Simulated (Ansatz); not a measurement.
Reaction (atomization): `[F][SnH]([Cl])[Br]` → Br• + Cl• + F• + H• + Sn•

Program: Ansatz. Geometries: PBE0-D4/def2-TZVP. ΔE: electronic, gas phase. CCSD(T)/CBS adds triple-zeta CCSD(T) − MP2 to the extrapolated MP2 energy (def2 sets, frozen cores). This one scheme is used for every species, atoms too. Functionals use def2-TZVPP. B3LYP here is the variant with VWN-RPA as its local correlation; programs differ in this. Open shells (•) are unrestricted, without spin–orbit coupling. Spin–orbit coupling would lower the free atoms: a little for Cl, F; clearly for Br; strongly for Sn. Elements past krypton have def2 core potentials. Bonds to Br, Sn are less sure, by a few kJ/mol each and by 10 to 20 or more in all where they break to atoms, as the def2 sets lack core-valence functions. Scalar relativity is left out up to krypton.

CCSD(T)/CBS gives +14.15 eV.

**Question.** Another level gave +14.20 eV. Which?
A. B97M-V/def2-TZVPP
B. B3LYP-D4/def2-TZVPP
C. r2SCAN/def2-TZVPP
D. r2SCANh-D4/def2-TZVPP

**Answer.** A. B97M-V 14.20, B3LYP-D4 13.51, r2SCAN 13.92, r2SCANh-D4 13.76 eV.

Largest T1 diagnostic among the species: 0.011.

At CCSD(T), def2-SVP lies −1.72 eV from the extrapolated value and def2-TZVPP −0.76 eV: correlation converges slowly with the basis, and small sets miss more of it in the bonded molecule than in its fragments. From r2SCAN to r2SCAN0 (25 % exact exchange), in def2-TZVPP and without D4, ΔE moves by −0.46 eV: exact exchange takes away binding that semilocal exchange gives to molecules. In def2-TZVPP, CCSD(T) changes the Hartree–Fock value by +3.92 eV (the triples alone add +0.36 eV) and MP2 by +4.36 eV; breaking electron pairs costs correlation energy, which Hartree–Fock lacks.

For atomizations the MP2-based limit and the directly extrapolated one differ by several kJ/mol either way, and by 10 to 25 for some Ge, Se and Sn compounds, so smaller differences from it don't rank the levels.
